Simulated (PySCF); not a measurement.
Question: Give a PBE0-D3(BJ)/def2-SVP geometry of `CO[SiH2]OCC(C)=O`.

Answer: 
```
atom  x, y, z in Å
C1     2.5626    1.1420   -0.1982
O2     2.2701   -0.1392    0.2843
Si3    1.7520   -1.4557   -0.5761
O4     0.2760   -1.9868    0.0033
C5    -0.8005   -1.2565    0.4540
C6    -1.0842   -0.0133   -0.3603
C7    -2.3798    0.6999   -0.0987
O8    -0.2818    0.3677   -1.1811
H9     1.8284    1.4797   -0.9486
H10    3.5705    1.1848   -0.6480
H11    2.5449    1.8509    0.6448
H12    2.6379   -2.6048   -0.2451
H13    1.7917   -1.2074   -2.0441
H14   -1.7067   -1.8901    0.4583
H15   -0.6638   -0.9185    1.5034
H16   -2.6170    0.7295    0.9753
H17   -3.1959    0.1529   -0.5987
H18   -2.3349    1.7164   -0.5088
```

Any rigid rotation of these coordinates is as good. Atoms count from 1 in this order. Si3 (oxygen-bound silicon) is distorted tetrahedral (angles from 101.7° to 114.7°). Of the pairs four or more bonds apart, Si3···O8 is among the closest relative to their van der Waals radii: 2.80 Å, 77 % of the sum of Bondi's values. The C–O distances run from 1.209 Å (C6=O8, drawn double) to 1.400 Å (C1–O2, drawn single), a spread of 0.191 Å.

Bonds between heavy atoms (Å): C1–O2 1.400, O2–Si3 1.656, Si3–O4 1.672, O4–C5 1.377, C5–C6 1.513, C6–C7 1.502, C6=O8 1.209.

Computed, not measured: PySCF 2.14.0, PBE0-D3(BJ)/def2-SVP geometry optimisation, gas phase.

Point group: C1 (no symmetry element, even within 0.4 Å). PBE0-D3(BJ)/def2-SVP frequencies: not computed here. The numbers are those of one conformer (C1–O2–Si3–O4 -121°, O2–Si3–O4–C5 38°, Si3–O4–C5–C6 40°, O4–C5–C6–C7 169°).
